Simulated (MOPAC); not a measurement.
Input for MOPAC: PM6 on BeO, a point of a bond scan (R = 1.459 Å).

```
PM6 1SCF PRECISE CHARGE=0 THREADS=1
BeO

Be    -0.00000000 1    -0.00000000 1    -0.88442615 1
O      0.00000000 1     0.00000000 1     0.57487699 1
```

Output:

```
*******************************************************************************
 **                                                                           **
 **                              MOPAC v23.2.5                                **
 **                                                                           **
 *******************************************************************************
 ** MOPAC's Digital Object Identifier: https://doi.org/10.5281/zenodo.6511958 **
 **                                                                           **
 ** Please cite the open-source release paper for use of this MOPAC version:  **
 ** J. E. Moussa and J. J. P. Stewart (2026)                                  **
 ** MOPAC: An open-source semiempirical molecular orbital program             **
 ** J. Open Source Softw., 11(119), 8025, https://doi.org/10.21105/joss.08025 **
 *******************************************************************************

                              PM6 CALCULATION RESULTS

 *******************************************************************************
 *  PM6        - The PM6 Hamiltonian to be used
 *
 *
 *
 *                 CHARGE ON SYSTEM = 0
 *
 *
 *
 *  PRECISE    - TIGHTER CRITERIA TO BE USED
 *  1SCF       - DO 1 SCF AND THEN STOP
 *  THREADS=1  - MULTI-THREADING NOT USED
 *  T=         - A TIME OF 172800.0 SECONDS REQUESTED
 *  DUMP=N     - RESTART FILE WRITTEN EVERY 7200.0 SECONDS REQUESTED
 *******************************************************************************
PM6 1SCF PRECISE CHARGE=0 THREADS=1
 BeO

   ATOM   CHEMICAL          X               Y               Z
  NUMBER   SYMBOL      (ANGSTROMS)     (ANGSTROMS)     (ANGSTROMS)

     1      Be         -0.00000000  *  -0.00000000  *  -0.88442615  *
     2       O          0.00000000  *   0.00000000  *   0.57487699  *



          CARTESIAN COORDINATES

    NO.       ATOM           X           Y           Z

     1        Be         -0.0000     -0.0000     -0.8844
     2         O          0.0000      0.0000      0.5749

 General Reference for PM6:
 "Optimization of Parameters for Semiempirical Methods V: Modification of NDDO Approximations
 and Application to 70 Elements", J. J. P. Stewart, J. Mol. Mod., 13, 1173-1213 (2007)
 URL: https://link.springer.com/article/10.1007/s00894-007-0233-4

           Empirical Formula: O Be  =     2 atoms



      MOLECULAR POINT GROUP   :   C*v


      RHF CALCULATION, NO. OF DOUBLY OCCUPIED LEVELS = 4


 -------------------------------------------------------------------------------
 PM6 1SCF PRECISE CHARGE=0 THREADS=1
 BeO



     1SCF WAS SPECIFIED, SO BFGS WAS NOT USED
     SCF FIELD WAS ACHIEVED


                              PM6 CALCULATION
                                                       MOPAC v23.2.5 Linux




          FINAL HEAT OF FORMATION =         22.94201 KCAL/MOL =      95.98939 KJ/MOL


          COSMO AREA              =         68.14 SQUARE ANGSTROMS
          COSMO VOLUME            =         51.41 CUBIC ANGSTROMS

          IONIZATION POTENTIAL    =          9.813672 EV
          HOMO LUMO ENERGIES (EV) =         -9.814 -0.588
          NO. OF FILLED LEVELS    =          4
          MOLECULAR WEIGHT        =         25.0116         POINT GROUP:  C*v

          MOLECULAR DIMENSIONS (Angstroms)

            Atom       Atom       Distance
            O     2   Be     1     1.45930
            O     2   Be     1     0.00000
           Be     1    O     2     0.00000


          SCF CALCULATIONS        =          1





   ATOM   CHEMICAL          X               Y               Z
  NUMBER   SYMBOL      (ANGSTROMS)     (ANGSTROMS)     (ANGSTROMS)

     1      Be         -0.00000000  *  -0.00000000  *  -0.88442615  *
     2       O          0.00000000  *   0.00000000  *   0.57487699  *

                             CARTESIAN COORDINATES

   1   Be       -0.000000000    -0.000000000    -0.884426150
   2    O        0.000000000     0.000000000     0.574876990


           Empirical Formula: O Be  =     2 atoms



      MOLECULAR POINT GROUP   :   C*v


                  EIGENVALUES
 -24.03457 -11.14857  -9.81367  -9.81367  -0.58780   3.00675   3.00675   6.86829


              NET ATOMIC CHARGES AND DIPOLE CONTRIBUTIONS

  ATOM NO.   TYPE          CHARGE      No. of ELECS.   s-Pop       p-Pop
    1         Be           0.780040        1.2200     0.38780     0.83216
    2          O          -0.780040        6.7800     1.84414     4.93590
 DIPOLE           X         Y         Z       TOTAL
 POINT-CHG.     0.000     0.000    -5.468     5.468
 HYBRID         0.000     0.000    -2.001     2.001
 SUM            0.000     0.000    -7.468     7.468


          ATOMIC ORBITAL ELECTRON POPULATIONS

     Atom    s        px        py        pz
    1 Be   0.38780   0.28478   0.28478   0.26259
    2  O   1.84414   1.71522   1.71522   1.50546

 **********************
 *                    *
 * JOB ENDED NORMALLY *
 *                    *
 **********************




 == MOPAC DONE ==
```

The run finished.

Cost: very roughly 0.010 core-seconds.
